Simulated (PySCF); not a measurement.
Telling isomers of C4H12O2Si3 apart by NMR

Calculated, not measured (PySCF 2.14.0 with density-fitted response routines): shielding tensors at PBE0/pcSseg-1 (GIAO), geometry from GFN2-xTB. One conformer, rapidly exchanging positions averaged, non-relativistic, no solvent model.

References, each an isolated molecule treated in the same way: ¹H and ¹³C vs TMS. Where no couplings were computed, multiplicities follow the n + 1 count of equivalent neighbours, and m marks all less simple cases (inequivalent or close neighbours, rings, F or P nearby). Acid and N–H amide carbonyl carbons lie up to 10 ppm further downfield in solution (hydrogen bonding). Shifts are as computed. Against solution values, carbons near 30 ppm lie about +3 ppm off and those near 130 ppm about +5 ppm. Of 1309 compounds with measured shifts, 239 miss one by over three times the rms of a fit or turn the order of signals round; such compounds aren't used in these exercises. OH and NH positions are gas-phase values without hydrogen bonding to other molecules.

(1) Tabulate the signals of `C/C(=C\C(=O)O)[SiH]([SiH3])[SiH3]`, `O=C1OCC[SiH2]C1([SiH3])[SiH3]`, `CC#C[Si@H](O[SiH3])O[SiH2]C` and their relative energies.

(2) What is the quickest way to tell C/C(=C\C(=O)O)[SiH]([SiH3])[SiH3] from O=C1OCC[SiH2]C1([SiH3])[SiH3]?

(3) What is the quickest way to tell C/C(=C\C(=O)O)[SiH]([SiH3])[SiH3] from CC#C[Si@H](O[SiH3])O[SiH2]C?

(4) What is the quickest way to tell O=C1OCC[SiH2]C1([SiH3])[SiH3] from CC#C[Si@H](O[SiH3])O[SiH2]C?

Answers

(1) 
```json
{"SMILES": "C/C(=C\\C(=O)O)[SiH]([SiH3])[SiH3]", "carbon types": "2×C 1×CH 1×CH3", "δC": "176.1, 169.9, 132.4, 23.3", "δH": "6.59 (s, 1H), 6.01 (br s, 1H), 4.36 (sept, 1H), 3.59 (d, 6H), 2.64 (s, 3H)", "E rel. (kcal/mol)": "75.0"}
{"SMILES": "O=C1OCC[SiH2]C1([SiH3])[SiH3]", "carbon types": "2×C 2×CH2", "δC": "185.9, 67.0, 10.8, 7.6", "δH": "4.61 (m, 2H), 4.41 (m, 2H), 4.25 (s, 6H), 1.14 (m, 2H)", "E rel. (kcal/mol)": "69.8"}
{"SMILES": "CC#C[Si@H](O[SiH3])O[SiH2]C", "carbon types": "2×C 2×CH3", "δC": "106.8, 86.4, 5.5, 1.0", "δH": "5.36 (m, 1H), 5.21 (m, 1H), 5.17 (s, 3H), 4.62 (s, 1H), 2.05 (s, 3H), 0.46 (m, 3H)", "E rel. (kcal/mol)": "0.0"}
```

Energies are electronic energies at PBE0/pcSseg-1 on these geometries, without zero-point or thermal terms, each for the one conformer computed, which needn't be the lowest.

(2) Both give the same number of carbon signals, but DEPT or the intensities differ. The first has an α carbon of a C=C–C=O unit (CH) at 132.4 ppm, the second an sp3 CH2 bonded to O at 67.0 ppm. Their most deshielded carbons lie at 176.1 and 185.9 ppm. In the proton spectra the most deshielded non-exchanging signals are 6.59 (s, 1H) and 4.61 (m, 2H).

(3) Both give the same number of carbon signals, but DEPT or the intensities differ. The first has a β carbon of a C=C–C=O unit (C) at 176.1 ppm, the second an alkyne carbon (C) at 106.8 ppm. In the proton spectra the most deshielded non-exchanging signals are 6.59 (s, 1H) and 5.36 (m, 1H).

(4) Both give the same number of carbon signals, but DEPT or the intensities differ. The first has an ester carbonyl carbon (C) at 185.9 ppm, the second an alkyne carbon (C) at 106.8 ppm. In the proton spectra the most deshielded non-exchanging signals are 4.61 (m, 2H) and 5.36 (m, 1H).
